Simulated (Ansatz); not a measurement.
Two isomers of C3H6OSi: A = `[SiH3]C1=CCO1`, B = `C=C=C(O)[SiH3]`.

Gas-phase electronic energies from Ansatz, PBE0-D4/def2-TZVP geometries. CCSD(T)/CBS adds triple-zeta CCSD(T) − MP2 to the extrapolated MP2 energy (def2 sets, frozen cores). Functionals use def2-TZVPP. B3LYP here is the variant with VWN-RPA as its local correlation; programs differ in this. One conformer a species, not always the lowest.

Problem. Which is lower in electronic energy at CCSD(T)/CBS, and by how much? (Estimate.)

Solution. Computed: B, by 3.5 kcal/mol.

Problem. Give E(B) − E(A) in kcal/mol with B2PLYP, ωB97M-V, B3LYP, PBE-D4, CCSD/def2-TZVPP, MP2/def2-TZVPP, CCSD(T)/def2-TZVPP. (An estimate is asked.)

Solution. Ansatz gave: B2PLYP -5.3, ωB97M-V -3.4, B3LYP -7.2, PBE-D4 -3.9, CCSD/def2-TZVPP -3.4, MP2/def2-TZVPP -1.9, CCSD(T)/def2-TZVPP -3.2. None reverses the order clearly.

Largest T1 diagnostic: 0.014.

In def2-TZVPP, CCSD(T) changes the Hartree–Fock value by +3.2 kcal/mol (the triples alone add +0.2 kcal/mol) and MP2 by +4.5 kcal/mol. From PBE to PBE0 (25 % exact exchange), in def2-TZVPP and without D4, E(B) − E(A) moves by +1.5 kcal/mol.
